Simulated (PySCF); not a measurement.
TlBr2: fields on a plane

All numbers come from UPBE0 in PySCF with Tl def2-SVP with ECP60, Br def2-SVP; scalar-relativistic core potentials, no spin–orbit coupling; density-fitted integrals.

The doublet minimum has Tl–Br 2.654 Å (×2); Br–Tl–Br 134.9°.

The plane holds Tl1 at (0.00, 0.00), Br2 at (2.65, 0.00), Br3 at (-1.87, 1.88) Å. Columns run from x = -3.75 to 4.95 Å, rows from y = 4.05 (top) to -1.95 Å, in steps of 0.3 Å. Other isomers or separated fragments may lie lower. Core electrons replaced by a potential are absent, the electrostatic potential uses the reduced nuclear charge, and values within about 0.7 Å of such atoms have no physical meaning.

Task: Give the electrostatic potential (V) (cut at 20 V). Lower edges of the bins (V): '0' -0.51, '1' -0.39, '2' -0.20, '3' 0.11, '4' 0.59, '5' 1.35, '6' 2.57, '7' 4.49, '8' 7.53, '9' 12.35; top 20.0.

Result: 
```
222221110000111222222222222222
222222211000111222222222222222
222334432100012222222211111222
223456665310112222222111111122
234578987531122222221111111112
235799999853233333221111111111
236899999974344433221000001111
136899999975555443321000001111
135899999976666554322211111111
024799999977777665444554322111
003579999888998876567877543221
001357777899999987789999764322
101234567899999987899999975322
111234567999999998999999985322
222234467999999998999999985322
222334567899999987899999975322
233334556899999976789999754222
333344456788998766567877542211
333344455667777655444544321111
333344445566666554332211000111
333344444555555544321100000111
```

Task: Give the electron localisation function (set to 0 where the density is under 0.005 e/Å³). Lower edges of the bins: '_' 0.000, '.' 0.087, ':' 0.174, '-' 0.262, '=' 0.349, '+' 0.436, '*' 0.523, '#' 0.610, '%' 0.698, '@' 0.785; top 0.87, each point printed twice.

Result: 
```
__________........__________________________________________
______..::----====--::______________________________________
____..::==++********++--..__________________________________
__..--==**%%%%@@%%%%##++--__________________________________
..--++##%%%%%%@@@@@@%%**==..________________________________
::==**%%%%++--==%%@@@@##==..________________________________
--++%%@@++::##++::%%@@##==..__________....::::..____________
==**@@@@--####%%::##@@**--..________..--==++++==--..________
==##@@@@++==%%%%..##%%==::....____..--++**####**++--::______
==##@@@@%%::::..==##++::::::::......==##%%@@@@%%##++--..____
==**%%@@@@%%######++::::------::..::**%%@@@@@@@@%%##==::____
::++##%%@@@@%%##++::::==****++--::--##@@%%****%%@@%%++--..__
__--++******++--::::==##@@%%##==::--####..==----%%%%**--..__
____::------::::----**%%____@@++::--##--++==%%::**%%##==..__
______........::--==**%%____@@++::--##--++==%%::**%%##==..__
____________..--====++##%%%%##==::--##**..==----%%@@**--..__
____________..--======++****++------**%%##****%%@@%%++--..__
____________..==++++============--::++%%@@@@@@@@@@##++::____
______________==++++++==========::..--**%%@@@@%%##++--..____
______________::==++++++++++==--....::==**####**++==::______
__________________==++++++++--::______::==++++==--::________
```

With an element this heavy the missing spin–orbit coupling can shift these numbers.
